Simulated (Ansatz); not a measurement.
One change: `[F][Ge]([F])([Br])[Br]` becomes `[F][Ge]([F])([F])[Br]`.

Ansatz, PBE0-D4/def2-TZVP geometries, multiplicity 1. 

Scalar relativity is left out up to krypton.

| property | `[F][Ge]([F])([Br])[Br]` |
| --- | --- |
| LUMO energy (ωB97M-V/def2-TZVPP) / eV | -0.28 |
| HOMO energy (ωB97M-V/def2-TZVPP) / eV | -11.51 |
| size of the dipole moment (B3LYP/def2-TZVPP) / D | 1.60 |
| LUMO energy (PBE0/def2-TZVPP) / eV | -2.32 |
| HOMO–LUMO gap (B3LYP/def2-TZVPP) / eV | 6.38 |
| HOMO–LUMO gap (PBE/def2-TZVPP) / eV | 4.70 |

Question: Give the same properties after the change, and the shifts. (Best estimate.)

Answer: The calculation gave: 
| property | `[F][Ge]([F])([F])[Br]` | shift |
| --- | --- | --- |
| LUMO energy (ωB97M-V/def2-TZVPP) / eV | 0.11 | 0.39 |
| HOMO energy (ωB97M-V/def2-TZVPP) / eV | -12.13 | -0.62 |
| size of the dipole moment (B3LYP/def2-TZVPP) / D | 1.71 | 0.11 |
| LUMO energy (PBE0/def2-TZVPP) / eV | -2.02 | 0.30 |
| HOMO–LUMO gap (B3LYP/def2-TZVPP) / eV | 7.21 | 0.83 |
| HOMO–LUMO gap (PBE/def2-TZVPP) / eV | 5.42 | 0.72 |

With PBE0 the HOMO falls by 0.57 eV and the LUMO rises by 0.30 eV, so the gap widens by about 0.87 eV. PBE moves the HOMO by -0.51 eV and ωB97M-V by -0.62 eV. Dipoles are sizes alone; their direction can turn.

B3LYP here is the variant with VWN-RPA as its local correlation; programs differ in this.

Spin–orbit coupling is left out; it splits and shifts lone-pair levels of the heavy atoms by tenths of an eV.
